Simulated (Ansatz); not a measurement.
A structure relaxed at PBE0-D4/def2-TZVP, charge 0, multiplicity 1:

| atom | x (Å) | y (Å) | z (Å) |
| --- | --- | --- | --- |
| C1 | -0.9828 | 0.5916 | 1.0833 |
| B2 | 0.0640 | -0.4303 | 0.5928 |
| Si3 | 0.8140 | -0.4101 | -1.2714 |
| F4 | 0.1827 | 0.7130 | -2.1956 |
| F5 | 0.5609 | -1.7886 | -2.0112 |
| F6 | 2.3786 | -0.1580 | -1.2755 |
| H7 | -1.5979 | 1.0608 | 0.3144 |
| H8 | -1.5956 | 0.2585 | 1.9226 |
| H9 | -0.3428 | 1.4000 | 1.4879 |
| H10 | 0.5189 | -1.2368 | 1.3526 |

(1) Give its formula and SMILES.

(2) Summarise the bond lengths by kind.

Results:

(1) CH4BF3Si, `CB[Si](F)(F)F`.

(2) 1 × B–C 1.543 Å; 3 × C–H 1.091 to 1.108 Å; 1 × B–Si 2.009 Å; 1 × B–H 1.198 Å; 3 × F–Si 1.585 to 1.586 Å.

Results of the Gaussian-basis code of Ansatz.
